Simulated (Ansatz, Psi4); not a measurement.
Worked example: the enthalpy of formation of HBr (hydrogen bromide)

HBr has 2 atoms, charge 0, and is taken as a singlet. As SMILES, `Br`. Geometry: relaxed at PBE0-D4/def2-TZVP.

```xyz
2

Br   -0.6032    0.2180   -0.3050
H     0.6032   -0.2180    0.3050
```

Total energies at TPSSh/cc-pVTZ (Psi4 1.11); the atoms run unrestricted:

| species | state | energy (Eh) |
| --- | --- | --- |
| HBr | singlet | -2574.720213 |
| Br | doublet | -2574.070363 |
| H | doublet | -0.499855 |

Harmonic wavenumbers at PBE0-D4/def2-TZVP, in cm⁻¹: 2668.

Measured heats of formation of the gaseous atoms at 298.15 K, in kJ/mol: Br 111.9, H 218.0. Spin-orbit lowering of the atoms at 298 K (mean of the ground term's levels less their thermal mean, from spectra), in kJ/mol: Br 14.69. Take 1 Eh = 2625.50 kJ/mol, 1 cm⁻¹ = 0.0119627 kJ/mol, RT = 2.479 kJ/mol.

Q: What heat of formation follows?

A: 
1. Electronic atomisation energy: (-2574.070363) + (-0.499855) − (-2574.720213) = 0.149995 Eh = 393.8 kJ/mol.
2. Zero-point energy: half the sum of the wavenumbers, 1334 cm⁻¹ = 16.0 kJ/mol.
3. Thermal vibrational enthalpy, Σ hcν̃/(exp(hcν̃/kT) − 1): 0.0 kJ/mol. Translation, rotation and pV of a linear molecule: 3.5 RT = 8.7 kJ/mol.
4. The 2 free atoms carry 5/2 RT each: 12.4 kJ/mol.
5. Spin-orbit coupling lowers the free atoms by 14.69 = 14.7 kJ/mol.
6. Atomisation enthalpy at 298 K: 393.8 − 14.7 − 16.0 − 0.0 − 8.7 + 12.4 = 366.8 kJ/mol.
7. Sum of the atoms' heats of formation: 329.9 kJ/mol. Heat of formation: 329.9 − 366.8 = -36.9 kJ/mol.

The tabulated value is -35.9 kJ/mol (Active Thermochemical Tables), so this level is off by -1.1 kJ/mol, or 0.3 % of the atomisation enthalpy that the table implies (365.7 kJ/mol). Relativity is left out. Anharmonicity and any spin-orbit splitting of the molecule are left out.
